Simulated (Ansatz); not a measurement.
Molecule: ethylsilane, C2H8Si (charge 0, singlet). SMILES: CC[SiH3]
Coordinates optimised at B3LYP-D3(BJ)/def2-TZVP (Ansatz, an electronic-structure program):
```xyz
11

C     -1.6917     0.4200     0.0435
C     -0.5724    -0.5409    -0.3764
Si     1.1433     0.0254     0.1477
H     -2.6708     0.0585    -0.2775
H     -1.7251     0.5412     1.1284
H     -1.5481     1.4115    -0.3913
H     -0.7490    -1.5347     0.0460
H     -0.5732    -0.6705    -1.4630
H      1.4545     1.3480    -0.4505
H      1.2128     0.1596     1.6246
H      2.1783    -0.9447    -0.2874
```
Charge 0, spin multiplicity 1.

Wanted: enthalpy of formation at 298 K, in kcal/mol. Terms: no spin-orbit coupling; 6-311+G** with 5d, 6d on Na to Ar in Ansatz; non-relativistic; UHF or UKS for open shells; valence correlation only; LANL2DZ with its own core potentials from Na on; six Cartesian d functions in 6-31G* and its kin unless marked 5d. CBS(X,Y): correlation extrapolated as X^-3; Hartree-Fock from the larger set. First-principles rows: single points at B3LYP-D3(BJ) geometries (Ansatz), with unscaled harmonic terms from B3LYP/6-31G* (Ansatz) at its own minima, enthalpies of formation by atomisation with measured atoms.

Coupled cluster (Ansatz) is a level with limits of its own, used here on species with T1 under 0.025 (0.045 for open shells) and stable references: CCSD(T)/CBS(aug-cc-pV(T+d)Z,aug-cc-pV(Q+d)Z).

Value to compare with, CCSD(T)/CBS(aug-cc-pV(T+d)Z,aug-cc-pV(Q+d)Z) (Ansatz): -8.9 kcal/mol.

```tsv
level	program	enthalpy of formation at 298 K (kcal/mol)	difference
HF/STO-3G	Ansatz	-21.6	-12.7
HF/3-21G	Ansatz	243.0	251.9
HF/LANL2DZ	Ansatz	238.2	247.1
HF/6-31G*	Ansatz	206.1	215.0
HF/6-311+G**	Ansatz	206.9	215.8
```

Among the 5 habitual levels, HF/3-21G lies farthest from CCSD(T)/CBS(aug-cc-pV(T+d)Z,aug-cc-pV(Q+d)Z) (Ansatz) (251.9 kcal/mol) and HF/STO-3G nearest (-12.7); 4 of 5 lie above it, and their mean absolute difference is 188.5 kcal/mol, the median 215.8. One case shows no general order.

The sets are all those run for this method; left out are runs that failed, that the program found above a lower state of the same kind, or whose <S^2> lies over 0.5 above the pure value.
